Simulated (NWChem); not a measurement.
All runs are NWChem calculations. System: H6OSi2, charge 1, spin multiplicity 2, displaced from the optimised geometry. The structure started from a generated list of species. Its SCF solution wasn't tested for a lower state.

Job file:

```
start mol
memory heap 200 mb stack 800 mb global 1000 mb
charge 1
geometry units angstroms nocenter noautoz
  Si     0.056825    -1.720579     0.028474
  O      0.000000     0.000000    -0.133546
  Si    -0.056825     1.720579     0.028474
  H      0.751438    -2.290130    -1.188532
  H      0.570758    -2.091884     1.400330
  H     -1.483123    -1.922414    -0.076245
  H     -0.751438     2.290130    -1.188532
  H      1.483123     1.922414    -0.076245
  H     -0.570758     2.091884     1.400330
  symmetry group C2
end
basis spherical
  * library def2-svp
end
dft
  xc becke88 perdew86
  odft
  mult 2
  semidirect memsize 60000000 filesize 0
  iterations 100
  vectors input hcore
end
task dft gradient
```

The output up to the point where the run's verdict is printed (cleaned and shortened):

```
             Northwest Computational Chemistry Package (NWChem) 7.3.0
             --------------------------------------------------------

                                NWChem Input Module
                                -------------------

 Scaling coordinates for geometry "geometry" by  1.889725989
 (inverse scale =  0.529177249)

 Turning off AUTOSYM since
 SYMMETRY directive was detected!

                             Geometry "geometry" -> ""
                             -------------------------

 Output coordinates in angstroms (scale by  1.889725989 to convert to a.u.)

  No.       Tag          Charge          X              Y              Z
 ---- ---------------- ---------- -------------- -------------- --------------
    1 Si                  14.0000     0.05682500    -1.72057900     0.02847400
    2 O                    8.0000     0.00000000     0.00000000    -0.13354600
    3 Si                  14.0000    -0.05682500     1.72057900     0.02847400
    4 H                    1.0000     0.75143800    -2.29013000    -1.18853200
    5 H                    1.0000     0.57075800    -2.09188400     1.40033000
    6 H                    1.0000    -1.48312300    -1.92241400    -0.07624500
    7 H                    1.0000    -0.75143800     2.29013000    -1.18853200
    8 H                    1.0000     1.48312300     1.92241400    -0.07624500
    9 H                    1.0000    -0.57075800     2.09188400     1.40033000

 Effective nuclear repulsion energy (a.u.)     150.8252019124

            Nuclear Dipole moment (a.u.)
            ----------------------------
        X                 Y               Z
 ---------------- ---------------- ----------------
    -0.0000000000     0.0000000000     0.0000188973

      Symmetry information
      --------------------

 Group name             C2
 Group number              4
 Group order               2
 No. of unique centers     5

      Symmetry unique atoms

     1    2    4    5    6


 Summary of "ao basis" -> "" (spherical)
 ------------------------------------------------------------------------------
       Tag                 Description            Shells   Functions and Types
[...]
 d= 0,ls=0.5,diis    75   -657.2871501432 -3.08D-05  7.46D-06  2.19D-05    36.8
                                                     4.52D-05  3.08D-05
 d= 0,ls=0.5,diis    76   -657.2871769221 -2.68D-05  6.97D-06  1.99D-05    37.3
                                                     4.34D-05  2.85D-05
 d= 0,ls=0.5,diis    77   -657.2872012658 -2.43D-05  2.53D-05  1.88D-05    37.8
                                                     4.09D-05  2.70D-05
 d= 0,ls=0.5,diis    78   -657.2872138067 -1.25D-05  1.63D-05  3.04D-05    38.2
                                                     3.90D-05  3.22D-05
 d= 0,ls=0.5,diis    79   -657.2872295872 -1.58D-05  1.71D-05  3.48D-05    38.7
                                                     3.73D-05  3.38D-05
 d= 0,ls=0.5,diis    80   -657.2872428715 -1.33D-05  1.06D-05  4.10D-05    39.1
                                                     3.61D-05  3.61D-05
 d= 0,ls=0.5,diis    81   -657.2872593474 -1.65D-05  5.35D-06  4.14D-05    39.6
                                                     3.55D-05  3.55D-05
 d= 0,ls=0.5,diis    82   -657.2872782617 -1.89D-05  1.64D-05  3.76D-05    40.1
                                                     3.35D-05  3.26D-05
 d= 0,ls=0.5,diis    83   -657.2872862816 -8.02D-06  1.14D-05  4.66D-05    40.6
                                                     3.20D-05  3.68D-05
 d= 0,ls=0.5,diis    84   -657.2872968942 -1.06D-05  8.17D-06  5.05D-05    41.0
                                                     3.22D-05  3.82D-05
 d= 0,ls=0.5,diis    85   -657.2873150827 -1.82D-05  5.41D-06  4.47D-05    41.5
                                                     3.13D-05  3.44D-05
 d= 0,ls=0.5,diis    86   -657.2873318788 -1.68D-05  1.78D-05  3.94D-05    42.0
                                                     3.33D-05  3.13D-05
 d= 0,ls=0.5,diis    87   -657.2873568207 -2.49D-05  5.92D-06  2.35D-05    42.4
                                                     3.09D-05  2.15D-05
 d= 0,ls=0.5,diis    88   -657.2873709843 -1.42D-05  1.95D-05  2.14D-05    42.9
                                                     2.89D-05  1.98D-05
 d= 0,ls=0.5,diis    89   -657.2873738282 -2.84D-06  1.40D-05  3.15D-05    43.3
                                                     2.71D-05  2.51D-05
 d= 0,ls=0.5,diis    90   -657.2873781352 -4.31D-06  6.87D-06  3.85D-05    43.9
                                                     2.60D-05  2.87D-05
 d= 0,ls=0.5,diis    91   -657.2873864801 -8.34D-06  1.86D-05  3.87D-05    44.3
                                                     2.86D-05  2.84D-05
 d= 0,ls=0.5,diis    92   -657.2874083154 -2.18D-05  7.05D-06  2.05D-05    44.8
                                                     2.52D-05  1.83D-05
 d= 0,ls=0.5,diis    93   -657.2874157430 -7.43D-06  4.04D-06  2.27D-05    45.3
                                                     2.44D-05  1.90D-05
 d= 0,ls=0.5,diis    94   -657.2874238893 -8.15D-06  3.06D-06  2.23D-05    45.7
                                                     2.37D-05  1.84D-05
 d= 0,ls=0.5,diis    95   -657.2874318793 -7.99D-06  1.90D-06  2.12D-05    46.2
                                                     2.31D-05  1.77D-05
 d= 0,ls=0.5,diis    96   -657.2874402173 -8.34D-06  1.21D-05  1.93D-05    46.6
                                                     2.19D-05  1.64D-05
 d= 0,ls=0.5,diis    97   -657.2874422271 -2.01D-06  5.35D-06  2.54D-05    47.1
                                                     2.15D-05  1.95D-05
 d= 0,ls=0.5,diis    98   -657.2874482056 -5.98D-06  3.42D-06  2.59D-05    47.5
                                                     2.07D-05  1.98D-05
 d= 0,ls=0.5,diis    99   -657.2874550280 -6.82D-06  2.20D-06  2.37D-05    48.0
                                                     2.02D-05  1.82D-05
 d= 0,ls=0.5,diis   100   -657.2874617922 -6.76D-06  1.34D-06  2.17D-05    48.5
                                                     1.98D-05  1.67D-05
```

The run did not converge; its last values are not results. The next line reads: Calculation failed to converge. NWChem stopped with the message: dft gradient failed.
